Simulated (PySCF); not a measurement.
# Pt⁶⁶⁺ (platinum, charge +66) across methods

[Ne] 3s2, closed-shell 1S. Calculation: PySCF 2.14, in an even-tempered Gaussian basis (17 s from 20 bohr⁻², ratio 2.5; 12 p from 26 bohr⁻², ratio 2.5; 4 d from 95 bohr⁻², ratio 2.7; 4 f from 140 bohr⁻², ratio 2.7); scalar relativity by spin-free X2C-1e.

```
method   E (hartree)  mean ε 2s (eV)  mean ε 2p (eV)  mean ε 3s (eV)  Σ⟨r²⟩ (bohr²)   ⟨S²⟩
   UHF  -13024.71901        -19525.8        -17735.9         -7963.9         0.1097  0.000
   PBE     -13026.33        -19282.4        -17551.5         -7913.9         0.1096  0.000
   LDA     -13014.75        -19266.8        -17545.2         -7910.8         0.1097  0.000
  PBE0     -13026.05        -19343.7        -17598.1         -7926.7         0.1096  0.000
r2SCAN     -13026.16        -19316.5        -17574.2         -7914.2         0.1097  0.000
  PW91     -13027.16        -19283.7        -17553.4         -7915.0         0.1096  0.000
 M06-L     -13025.81        -19323.5        -17576.3         -7911.5         0.1096  0.000
```

Spin-orbit coupling, which splits the p, d and f shells strongly at this Z, is absent.
